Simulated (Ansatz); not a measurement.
Ansatz (a quantum-chemistry and plane-wave program) input (B3LYP/STO-3G):

Ansatz 0.2 input:
```yaml
crystal:
  periodic: [false, false, false]
  atoms:
    - {symbol: Y, position_ang: [0.81365400, -0.01054000, -0.00182000]}
    - {symbol: I, position_ang: [-0.27710300, 2.00525100, -1.63780000]}
    - {symbol: I, position_ang: [-0.32162400, -1.99749500, 1.63914000]}
basis:
  gaussian:
    orbitals: STO-3G
hamiltonian:
  xc: {name: B3LYP}
magnetization: {spin_polarized: true, initial_magnetization: 1}
output: {forces: true}
```

Output:

```
Functional definition: B3LYP
integrals: 0.03 GiB planned
875 factors; integrals over basis functions are off by at most 9.5e-5 eV
mean field: 1.20 GiB planned
mean field evaluation 1: about -462725.8481 eV, gradient 6.8e0 eV
mean field evaluation 2: about -462725.3613 eV, gradient 1.0e1 eV
mean field evaluation 4: about -462726.5077 eV, gradient 3.2e-1 eV
mean field evaluation 8: about -462726.5104 eV, gradient 7.4e-3 eV
mean field evaluation 16: about -462726.3954 eV, gradient 1.0e0 eV
mean field -462726.51038477 eV, -17004.8856093465 hartree, gradient 4.1e-5 eV, S^2 0.751069; 2 other end points of the search recorded, 0 dependent functions left out
the calculation of the forces begins
reference -462726.51058544 eV, -17004.8856167208 hartree; 73, 72 occupied and 8, 9 virtual orbitals, 875 factors
Total energy: -462726.51058544 eV, -17004.8856167208 hartree
Atom 0 at     0.813654    -0.010540    -0.001820 Å, force    -0.756028     0.009794     0.001691 eV/Å
Atom 1 at    -0.277103     2.005251    -1.637800 Å, force     0.373450    -0.415234     0.335087 eV/Å
Atom 2 at    -0.321624    -1.997495     1.639140 Å, force     0.382578     0.405441    -0.336778 eV/Å
Dipole moment:     0.501699    -0.006499    -0.001122 e Å
```

The geometry given is a B3LYP-D3(BJ)/def2-TZVP minimum.
